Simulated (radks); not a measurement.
Results of a calculation; reference values are marked as such.
Initial-state core-level shifts of the ytterbium ion Yb3+ when its valence configuration changes from [Xe] 4f13. Code: a radial shooting solver on a logarithmic mesh with Libxc functionals. Model: Dirac Kohn-Sham, PBE, spin-unpolarised, spherical densities, finite nucleus; open shells fill j = l - 1/2 first; Fermi nuclear charge, rms radius 5.3108 fm. Shifts are changes of the shell-averaged eigenvalues in eV (positive: less bound); the change of the density at the nucleus, which sets a Mossbauer isomer shift, is in e/bohr^3, on a base of 1.027e+06.

| valence | 2s | 3s | 3d | 5p | density at nucleus |
|---|---|---|---|---|---|
| 4f11 5d2 | -17.574 | -19.798 | -19.541 | -6.946 | +101.5 |
| 4f12.5 6p0.5 | -6.275 | -6.713 | -6.667 | -3.730 | +29.6 |
| 4f12 6s1 | -11.855 | -12.778 | -12.680 | -6.508 | +149.2 |
| 4f12 5d1 | -8.366 | -9.387 | -9.268 | -3.482 | +47.5 |
| 4f12 6p1 | -12.916 | -13.837 | -13.741 | -7.510 | +62.1 |
| 4f11 6s2 | -25.114 | -27.128 | -26.918 | -13.239 | +329.2 |
| 4f11 6p2 | -27.160 | -29.176 | -28.968 | -15.140 | +135.5 |
| 4f11 6s1 6p1 | -26.143 | -28.158 | -27.949 | -14.198 | +233.1 |
| 4f10.5 6s2 6p0.5 | -32.723 | -35.341 | -35.071 | -17.131 | +381.0 |
